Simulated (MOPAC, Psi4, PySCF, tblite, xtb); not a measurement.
Dimer H4Si ··· Cl2 (SMILES [SiH4] and ClCl) at R = 4.65 Å between the centres of mass, closest contact 2.89 Å (a higher rigid-body minimum at GFN2-xTB). Geometry in Å and degrees:

```
Si
H 1 1.4803
H 1 1.4803 2 109.47
H 1 1.4803 2 109.47 3 120.00
H 1 1.4803 2 109.47 3 -120.00
Cl 3 2.8935 1 111.48 2 152.20
Cl 6 2.0135 4 136.56 1 -163.21
```

Levels of theory: GFN2-xTB (tblite); SAPT0/jun-cc-pVDZ, frozen core (Psi4); revPBE/def2-TZVP, counterpoise-corrected (Psi4); revPBE-D3(BJ)/def2-TZVP, counterpoise-corrected (Psi4); PBE/def2-TZVP, counterpoise-corrected (Psi4); PBE-D3(BJ)/def2-TZVP, counterpoise-corrected (Psi4); HF/aug-cc-pVTZ, counterpoise-corrected (Psi4); MP2/aug-cc-pVTZ = DF-MP2/aug-cc-pVTZ, frozen core, counterpoise-corrected in Psi4; SCS-MP2/aug-cc-pVTZ = DF-SCS-MP2/aug-cc-pVTZ, frozen core, counterpoise-corrected run with Psi4; PM3, restricted, heats of formation (MOPAC); PM6, restricted, heats of formation (MOPAC); GFN1-xTB (xtb); RKS-B3LYP/6-31G* = restricted B3LYP/6-31G*, spherical d, no counterpoise correction (PySCF); RMP2/6-31G* = restricted MP2 (frozen core)/6-31G*, spherical d, no counterpoise correction in PySCF; RHF/3-21G = restricted Hartree-Fock/3-21G, no counterpoise correction in PySCF; RKS-B3LYP/3-21G = restricted B3LYP/3-21G, no counterpoise correction (PySCF).

Question: What interaction energy does each level give?

Answer: 
```tsv
method	E_int / kcal/mol
GFN1-xTB	-1.89
PBE-D3(BJ)/def2-TZVP	-1.45
revPBE-D3(BJ)/def2-TZVP	-1.22
MP2/aug-cc-pVTZ	-1.07
GFN2-xTB	-1.03
PM6	-0.96
RKS-B3LYP/3-21G	-0.89
PBE/def2-TZVP	-0.63
SCS-MP2/aug-cc-pVTZ	-0.61
RMP2/6-31G*	-0.39
SAPT0/jun-cc-pVDZ	-0.21
PM3	-0.18
RHF/3-21G	-0.10
RKS-B3LYP/6-31G*	-0.05
revPBE/def2-TZVP	0.48
HF/aug-cc-pVTZ	0.91
```
